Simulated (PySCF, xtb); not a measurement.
C2H2Cl2F2, SMILES FC(F)C(Cl)Cl.

GFN2-xTB (xtb) at its own geometry gives an orbital gap of 6.00 eV and a dipole moment of 2.29 D.

The structure is a stationary point at PBE0-D3(BJ)/def2-SVP. Other conformers were not sampled.

**Question.** What does r2SCAN/def2-TZVP (PySCF) give? (Estimate from the structure and the level; the computed values follow.)

**Answer.** gap 6.68 eV (levels -7.92 and -1.24 eV), dipole 2.00 D.
